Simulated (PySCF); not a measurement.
## Working out the excitation energy of P⁺

P⁺ [Ne] 3s2 3p2 (3P) → P⁺ [Ne] 3s1 3p2 4s1 (5P). Calculation: PySCF 2.14, in aug-cc-pwCVDZ; no relativity, point nucleus. Frozen: nothing. Energies in hartree (1 hartree = 27.21139 eV):

```csv
part,P⁺ (lower),P⁺ (upper)
UHF,-340.345020,-339.764893
MP2 opposite-spin,-0.147940,-0.101312
MP2 same-spin,-0.054362,-0.056775
```

Question: What does Hartree-Fock give?

Answer: (-339.764893) − (-340.345020) = 0.580127 hartree = 15.786 eV.

Question: What do MP2 and SCS-MP2 (6/5 opposite-spin, 1/3 same-spin) give?

Answer: The opposite-spin parts differ by 1.269 eV and the same-spin parts by -0.066 eV. MP2: 15.786 + (1.269) + (-0.066) = 16.989 eV. SCS-MP2: 15.786 + 1.2 × (1.269) + (-0.066)/3 = 17.287 eV.

A double-zeta basis recovers only part of the correlation energy.
